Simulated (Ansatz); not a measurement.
`NCBF` + `[OH][InH2]` → `FB[O][InH2]` + CH₃NH₂ at 700 K and 1 bar (ligand exchange at a B–C bond).

Computed with Ansatz on PBE0-D4/def2-TZVP structures; ΔE is electronic, products minus reactants. CCSD(T)/CBS is the MP2 limit (def2-TZVPP, def2-QZVPP) plus CCSD(T) − MP2 in def2-TZVPP, frozen cores. def2 core potentials past Kr. For In outer-core shells are correlated without core-valence functions, which leaves a few kJ/mol of doubt a bond. One conformer a species, not always the lowest.

```tsv
species	CCSD(T)/CBS energy (Eh)	H − E (kJ/mol)	S (J/(mol·K))
`NCBF`	-220.39333	242.3	385.4
`[OH][InH2]`	-266.78179	108.6	338.8
`FB[O][InH2]`	-391.48685	145.3	423.4
CH₃NH₂	-95.75281	207.6	296.6
```

H − E and S are ideal-gas, rigid-rotor, harmonic terms from PBE0-D4/def2-TZVP, for one conformer and one mirror image of each species. 1 Eh = 2625.50 kJ/mol, R = 8.31446 J/(mol·K).

Question: By hand: ΔE, ΔH, ΔS and ΔG.

Answer: ΔE = (-391.48685) + (-95.75281) − (-220.39333) − (-266.78179) = -0.06454 Eh = -169.4 kJ/mol. Δ(H − E) = 145.3 + 207.6 − 242.3 − 108.6 = 2.0, so ΔH = -167.4 kJ/mol. ΔS = 423.4 + 296.6 − 385.4 − 338.8 = -4.2 J/(mol·K). ΔG = -167.4 − 700 × (-4.2)/1000 = -164.5 kJ/mol.

Question: By hand: the equilibrium constant, and the temperature at which ΔG would vanish if ΔH and ΔS stayed fixed.

Answer: log₁₀ K = −ΔG/(RT ln 10) = 12.3. ΔG = 0 at ΔH/ΔS = 39857 K, far beyond where these terms or the molecules hold.

The number of gas molecules stays the same, so ΔS is small and ΔH decides. A doubt of 5 kJ/mol in ΔE shifts log₁₀ K by 0.4 here. Other conformers and mirror images would add mixing entropy, several J/(mol·K) or more a flexible species. These are equilibria of isolated gas molecules and say nothing of rates. Largest T1 diagnostic: 0.017 (customary marks: 0.02 for closed shells, 0.045 for open ones).
